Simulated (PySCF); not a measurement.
**Electron correlation in Ce(2+) (cerium, charge +2)**

[Xe] 4f1 5d1, one real determinant (an excited configuration). Calculation: PySCF 2.14, in x2c-TZVPPall; the spin-free X2C one-electron Hamiltonian (Gaussian nucleus). Frozen: [Kr] 4d10; 10 electrons correlated.

```tsv
level	correlation energy (mhartree)
CCSD	-236.93
(T)	-7.54
CCSD(T)	-244.47
```

Diagnostics: T1 = 0.0092, D1 = 0.0273, largest double amplitude 0.033.

The real determinant used has ⟨L²⟩ near 18 against 30 for a pure H term, so it mixes terms. Spin-orbit coupling, absent here, splits the open shell strongly.

Cost of the coupled-cluster step: roughly 70 core-seconds, for 10 correlated electrons.

The reference is one real determinant that mixes LS terms of this configuration.
